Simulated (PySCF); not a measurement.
## Ionisation energy of Bi⁸¹⁺ by level of theory

Bi⁸¹⁺ 1s2 (1S) → Bi⁸²⁺ 1s1 (2S), as a difference of total energies. Computed with PySCF 2.14 in an uncontracted even-tempered set (16 s from 270 bohr⁻², ratio 2.2; 7 p from 410 bohr⁻², ratio 2.4; 4 d from 1200 bohr⁻², ratio 2.4; 3 f from 1800 bohr⁻², ratio 2.4; 3 g from 2800 bohr⁻², ratio 2.4), with the spin-free X2C one-electron Hamiltonian (Gaussian nucleus). Correlated levels: nothing frozen; virtual orbitals above 40 to 60 times the deepest correlated orbital energy dropped. The calculations carry no spin-orbit coupling.

```json
{"method": "UHF", "ionisation energy (eV)": "102539.1"}
{"method": "LDA", "ionisation energy (eV)": "102434.5"}
{"method": "PBE", "ionisation energy (eV)": "102553.2"}
{"method": "PBE0", "ionisation energy (eV)": "102549.9"}
{"method": "r2SCAN", "ionisation energy (eV)": "102555.5"}
{"method": "B3LYP", "ionisation energy (eV)": "102549.5"}
{"method": "TPSSh", "ionisation energy (eV)": "102555.0"}
{"method": "MP2 (all electrons)", "ionisation energy (eV)": "102541.4"}
{"method": "SCS-MP2 (all electrons)", "ionisation energy (eV)": "102541.9"}
```

Q: How much does correlation contribute at MP2 (all electrons)?

A: 102541.4 − (102539.1) = 2.3 eV, measured against UHF.

For this ion Breit and QED terms and the two-electron picture change, all absent here, outweigh the differences among the correlated methods.

For comparison: 102251.8 ± 0.4 eV (theoretical estimate listed by NIST; NIST Atomic Spectra Database, ionization energies).
